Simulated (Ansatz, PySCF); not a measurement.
C4H6NO, SMILES O=C1CCC[N]1, multiplicity 2. Atoms are numbered in the order given.

```xyz
12

O      1.9180    -0.6887    -0.4727
C      0.7926    -0.3047    -0.2319
C      0.3861     1.1066     0.1771
C     -1.0276     0.9183     0.7088
C     -1.4751    -0.3631    -0.0173
N     -0.3190    -1.1403    -0.3286
H      0.4089     1.7369    -0.7289
H      1.1092     1.5342     0.8844
H     -1.0089     0.7392     1.7953
H     -1.6970     1.7702     0.5274
H     -1.9693    -0.1266    -0.9857
H     -2.2119    -0.9753     0.5296
```
Charge 0, spin multiplicity 2.

Geometry: PBE0-D3(BJ)/def2-SVP. The isomer is the one that the SMILES or the coordinates give; other isomers of the formula were not compared. Other conformers were not sampled.

Two levels are set side by side: PBE-D3(BJ)/def2-SVP (Ansatz, a first-principles code) and PBE0-D3(BJ)/def2-SVP (Ansatz). Each level has its own optimised geometry; the coordinates shown are those of the second. Frequencies come from the Hessian of PySCF at each geometry. Differences are taken from unrounded values.

```
quantity                            PBE0-D3(BJ)  PBE-D3(BJ)  PBE-D3(BJ) minus PBE0-D3(BJ)
----------------------------------  -----------  ----------  ----------------------------
mean bond length (Å)                      1.270       1.280                         0.010
bond O1–C2 (Å)                            1.213       1.228                         0.015
bond C2–C3 (Å)                            1.525       1.539                         0.015
bond C2–N6 (Å)                            1.394       1.403                         0.009
bond C3–C4 (Å)                            1.522       1.530                         0.008
bond C4–C5 (Å)                            1.539       1.551                         0.012
bond C5–N6 (Å)                            1.427       1.432                         0.005
bond C3–H7 (Å)                            1.104       1.112                         0.008
bond C3–H8 (Å)                            1.098       1.107                         0.008
bond C4–H9 (Å)                            1.101       1.109                         0.008
bond C4–H10 (Å)                           1.099       1.107                         0.008
bond C5–H11 (Å)                           1.113       1.124                         0.011
bond C5–H12 (Å)                           1.103       1.113                         0.010
highest harmonic wavenumber (cm⁻¹)         3162        3069                           -93
mean harmonic wavenumber (cm⁻¹)            1414        1358                           -56
zero-point energy (kcal/mol)              60.63       58.25                         -2.38
```

Exact exchange shortens and stiffens bonds; PBE has none. Differences between two approximate levels are no errors against the true value.
